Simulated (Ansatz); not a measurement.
The molecule CoCl, multiplicity 3 (the spin of the measured ground state). No spin–orbit coupling. Co is treated without relativity.

```json
[
 {"level": "SVWN5/def2-TZVPP", "bond energy D_e (kJ/mol)": "455.1"},
 {"level": "PBE/def2-TZVPP", "bond energy D_e (kJ/mol)": "384.1"},
 {"level": "r2SCAN/def2-TZVPP", "bond energy D_e (kJ/mol)": "383.4"},
 {"level": "B97M-V/def2-TZVPP", "bond energy D_e (kJ/mol)": "369.2"},
 {"level": "B3LYP/def2-TZVPP", "bond energy D_e (kJ/mol)": "354.3"},
 {"level": "PBE0/def2-TZVPP", "bond energy D_e (kJ/mol)": "365.5"},
 {"level": "BHLYP/def2-TZVPP", "bond energy D_e (kJ/mol)": "289.0"},
 {"level": "CAM-B3LYP/def2-TZVPP", "bond energy D_e (kJ/mol)": "364.5"},
 {"level": "wB97X-V/def2-TZVPP", "bond energy D_e (kJ/mol)": "389.6"},
 {"level": "wB97M-V/def2-TZVPP", "bond energy D_e (kJ/mol)": "375.8"}
]
```

The rows run from 289.0 (BHLYP/def2-TZVPP) to 455.1 kJ/mol (SVWN5/def2-TZVPP). The 10 functionals in def2-TZVPP without D3 or D4 span 166.1, from BHLYP to SVWN5.

D_e counts from the fitted minimum to each atom's lowest state at the same level, without counterpoise.

Run with Ansatz (a first-principles code).
